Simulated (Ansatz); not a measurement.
**What each rung costs, and what it gives**

Saddle point of Si$_{2}$NH$_{9}$O, closed shell (Si₂H₆O ([SiH3][O][SiH3]) + NH₃ → Si₂NH₇O ([NH2][SiH2][O][SiH3]) + H₂; bonds formed: Si1–N8, H2–H7; bonds broken: Si1–H2, H7–N8), PBE0-D4/def2-TZVP structure:

```
13
angstrom
Si -0.9467 0.2701 -0.5655
H 0.2843 1.0373 0.7168
O -0.5644 -1.1486 0.1590
Si 0.3519 -1.3635 1.5226
H -1.7173 -0.2433 -1.7431
H -1.8401 1.3019 0.0081
H 0.7178 1.3203 -0.3554
N 0.4691 1.0730 -1.4836
H -0.1655 -0.6140 2.6925
H 1.7801 -1.0316 1.2835
H 0.2557 -2.8199 1.8077
H 0.2505 1.8045 -2.1526
H 1.1245 0.4139 -1.8900
```

Barriers are electronic and count from the start structure reached by relaxing down the imaginary mode.

Ansatz 0.2.0; basis: as named in each row; cores frozen in the correlated methods. B3LYP uses VWN-RPA correlation. Extrapolation: Hartree–Fock as exp(−7.88 √X), correlation as X^−2.97.

Times are rough, for one single point on 8 threads of a shared host (Arm Neoverse V1).

The estimate by CCSD(T) at an estimated basis limit (MP2 extrapolated from triple and quadruple zeta, plus CCSD(T) − MP2 in triple zeta) is 1.912 eV.

| method | basis | time (s) | barrier (eV) | method less estimate |
| --- | --- | --- | --- | --- |
| HF | STO-3G | under 1 | 3.369 | 1.457 |
| PBE-D4 | STO-3G | under 1 | 1.635 | -0.277 |
| SPW92 | def2-SVP | under 1 | 1.271 | -0.640 |
| B3LYP-D4 | 6-31G | under 1 | 2.121 | 0.209 |
| PBE-D4 | def2-SVP | under 1 | 1.584 | -0.328 |
| PBE0-D4 | def2-SVP | under 1 | 1.746 | -0.166 |
| SPW92 | def2-TZVPP | under 1 | 1.280 | -0.632 |
| PBE-D4 | def2-TZVPP | 1 | 1.571 | -0.341 |
| BLYP-D4 | def2-TZVPP | 1 | 1.753 | -0.159 |
| BHLYP-D4 | def2-TZVPP | 2 | 2.025 | 0.113 |
| B3LYP-D4 | def2-TZVPP | 2 | 1.852 | -0.059 |
| CAM-B3LYP-D4 | def2-TZVPP | 2 | 1.897 | -0.015 |
| PBE0-D4 | def2-TZVPP | 2 | 1.702 | -0.210 |
| wB97M-V | def2-SVP | 3 | 1.870 | -0.042 |
| CCSD(T) | def2-SVP | 3 | 2.102 | 0.190 |
| r2SCAN-D4 | def2-TZVPP | 3 | 1.684 | -0.228 |
| r2SCAN0-D4 | def2-TZVPP | 3 | 1.775 | -0.137 |
| B2PLYP | def2-TZVPP | 4 | 1.958 | 0.046 |
| RPA on PBE | def2-TZVPP | 4 | 1.974 | 0.063 |
| PBE-QIDH | def2-TZVPP | 4 | 1.846 | -0.066 |
| wB97X-V | def2-TZVPP | 5 | 1.895 | -0.017 |
| B97M-V | def2-TZVPP | 6 | 1.743 | -0.169 |
| wB97M-V | def2-TZVPP | 6 | 1.854 | -0.058 |
| MP2 | def2-QZVPP | 15 | 1.884 | -0.027 |
| CCSD(T) | def2-TZVPP | 94 | 1.942 | 0.031 |

All methods are single points on the PBE0-D4 structures.

No T1 diagnostic of these runs exceeds 0.012.

Labels in which every atom is bracketed show which atoms are joined, not bond orders.
